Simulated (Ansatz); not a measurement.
Species: SbBr2, charge 1, singlet. SbBr2+ (SMILES [Br][Sb+][Br]).
B3LYP-D3(BJ)/def2-TZVP minimum from Ansatz (a first-principles code):
```
Sb
Br 1 2.4309
Br 1 2.4309 2 101.77
```
Charge +1, spin multiplicity 1.

Total energies in def2-TZVPP, 18 correlated electrons, 37 frozen orbitals. Open shells are spin-unrestricted; no spin-orbit coupling. Correlated methods leave the cores frozen (noble-gas shells, and filled d and f shells in the p block). Past Kr the def2 sets carry scalar-relativistic core potentials. Spin-orbit terms, left out, reach several kcal/mol for Br and I, and more for heavier atoms. The spin of Br2Sb+ ([Br][Sb+][Br], singlet) was assumed, and the state is the lowest solution found for it.

```tsv
method	program	energy (Eh)	minus CCSDT(Q) (mEh)
HF	Ansatz	-5383.88909	471.19
MP2	Ansatz	-5384.30186	58.42
CCSD	Ansatz	-5384.33427	26.02
CCSD(T)	Ansatz	-5384.35720	3.08
CCSDT(Q)	Ansatz	-5384.36028	0.00
```

Rough core times of Ansatz's runs on a shared machine: CCSD(T) 20 s, CCSDT(Q) 20 min.
